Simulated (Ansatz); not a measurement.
Ansatz (a quantum-chemistry and plane-wave program) input for (E)-1-chloro-1-fluoroprop-1-ene (C3H4ClF), SMILES C/C=C(/Cl)F, PBE0/def2-SVPD. Geometry: B3LYP-D3(BJ)/def2-SVP.

Ansatz 0.2 input:
```yaml
crystal:
  periodic: [false, false, false]
  atoms:
    - {symbol: C, position_ang: [0.26704798, -2.39922999, 0.00000000]}
    - {symbol: C, position_ang: [0.70485476, -0.96615455, -0.00000000]}
    - {symbol: C, position_ang: [-0.13441000, 0.06949023, -0.00000000]}
    - {symbol: F, position_ang: [-1.45973051, -0.06981998, -0.00000000]}
    - {symbol: Cl, position_ang: [0.34446863, 1.73439700, 0.00000000]}
    - {symbol: H, position_ang: [0.65635152, -2.92938980, 0.88584006]}
    - {symbol: H, position_ang: [-0.82787703, -2.48762721, 0.00000001]}
    - {symbol: H, position_ang: [0.65635152, -2.92938980, -0.88584005]}
    - {symbol: H, position_ang: [1.77182541, -0.73459650, -0.00000000]}
basis:
  gaussian:
    orbitals: def2-SVPD
hamiltonian:
  xc: {name: PBE0}
```

Program output:

```
WARN ansatz: RAYON_NUM_THREADS=1 ignored (pool sized by the plan → 1); use --threads N
Functional definition: PBE0
integrals: 0.07 GiB planned
1234 factors; their error is unknown
mean field: 0.62 GiB planned
mean field evaluation 1: about -18391.4002 eV, gradient 4.7e1 eV
mean field evaluation 2: about -18386.6595 eV, gradient 6.2e1 eV
mean field evaluation 4: about -18396.6482 eV, gradient 4.0e0 eV
mean field evaluation 8: about -18396.6845 eV, gradient 6.9e-2 eV
mean field evaluation 16: about -18396.7571 eV, gradient 1.9e-5 eV
mean field -18396.75709219 eV, -676.0683533682 hartree, gradient 1.9e-5 eV, S^2 0.000000; 0 other end points of the search recorded, 0 dependent functions left out
reference -18396.75712807 eV, -676.0683546865 hartree; 24, 24 occupied and 118, 118 virtual orbitals, 1234 factors
Total energy: -18396.75712807 eV, -676.0683546865 hartree
```

The calculation finished and met its thresholds.

Cost: around 7 core-seconds (rough).
